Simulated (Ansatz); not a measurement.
`C#[C][In]([SiH3])[Cl]` + H–F → `C#[C][In]([F])[Cl]` + SiH₄ at 700 K and 1 bar (cleavage of the In–Si bond).

Computed with Ansatz on PBE0-D4/def2-TZVP structures; ΔE is electronic, products minus reactants. CBS: MP2 limit from def2 TZ/QZ plus the TZ coupled-cluster correction, frozen cores. This one scheme is used for every species. def2 core potentials past Kr. For In outer-core shells are correlated without core-valence functions, which leaves a few kJ/mol of doubt a bond.

```csv
species,CCSD(T)/CBS energy (Eh),H − E (kJ/mol),S (J/(mol·K))
`C#[C][In]([SiH3])[Cl]`,-1017.16931,199.9,540.8
H–F,-100.39570,45.2,198.5
`C#[C][In]([F])[Cl]`,-826.10583,119.2,455.3
SiH₄,-291.46306,115.5,252.9
```

H − E and S are ideal-gas, rigid-rotor, harmonic terms from PBE0-D4/def2-TZVP, for one conformer and one mirror image of each species. 1 Eh = 2625.50 kJ/mol, R = 8.31446 J/(mol·K).

Question: By hand: ΔE, ΔH, ΔS and ΔG.

Answer: ΔE = (-826.10583) + (-291.46306) − (-1017.16931) − (-100.39570) = -0.00388 Eh = -10.2 kJ/mol. Δ(H − E) = 119.2 + 115.5 − 199.9 − 45.2 = -10.4, so ΔH = -20.6 kJ/mol. ΔS = 455.3 + 252.9 − 540.8 − 198.5 = -31.1 J/(mol·K). ΔG = -20.6 − 700 × (-31.1)/1000 = 1.2 kJ/mol.

Question: By hand: the equilibrium constant, and the temperature at which ΔG would vanish if ΔH and ΔS stayed fixed.

Answer: log₁₀ K = −ΔG/(RT ln 10) = -0.1. ΔG = 0 at ΔH/ΔS = 662 K.

TΔS isn't small against ΔH here. The sign of ΔG lies within the doubt. A doubt of 5 kJ/mol in ΔE shifts log₁₀ K by 0.4 here. Other conformers and mirror images would add mixing entropy, several J/(mol·K) or more a flexible species. Modes under 60 cm⁻¹, often nearly free rotors, make the harmonic entropy too high. These are equilibria of isolated gas molecules and say nothing of rates. Largest T1 diagnostic: 0.015 (customary marks: 0.02 for closed shells, 0.045 for open ones).
